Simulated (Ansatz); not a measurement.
Calculated with Ansatz (gas phase, PBE0-D4/def2-TZVP geometries, no zero-point term in ΔE). CCSD(T)/CBS adds triple-zeta CCSD(T) − MP2 to the extrapolated MP2 energy (def2 sets, frozen cores). Functionals use def2-TZVPP. HSE06 is defined as in plane-wave codes. For Ge outer-core shells are correlated without core-valence functions, which leaves a few kJ/mol of doubt a bond. Scalar relativity is left out up to krypton.

Reaction (cleavage of the Al–Ge bond): `[F][GeH2][AlH2]` + `[SiH3]S` → `[AlH2][S][SiH3]` + `[F][GeH3]`

CCSD(T)/CBS gives -1.11 eV.

Task: Another level gave -1.03 eV. Which?
A. B97M-V/def2-TZVPP
B. HSE06/def2-TZVPP
C. MP2/def2-TZVPP
D. BLYP/def2-TZVPP

Result: B. HSE06 -1.03, B97M-V -1.16, MP2/def2-TZVPP -1.21, BLYP -0.95 eV.

Largest T1 diagnostic among the species: 0.012.

From PBE to PBE0 (25 % exact exchange), in def2-TZVPP and without D4, ΔE moves by −0.06 eV. The D4 term adds −0.05 eV with B3LYP and −0.02 eV with PBE0; it sums over pairs of atoms, weighted by their polarisabilities, and B3LYP, whose exchange is more repulsive, gets the larger term. At CCSD(T), def2-SVP lies −0.05 eV from the extrapolated value and def2-TZVPP +0.00 eV.

B3LYP here is the variant with VWN-RPA as its local correlation; programs differ in this.
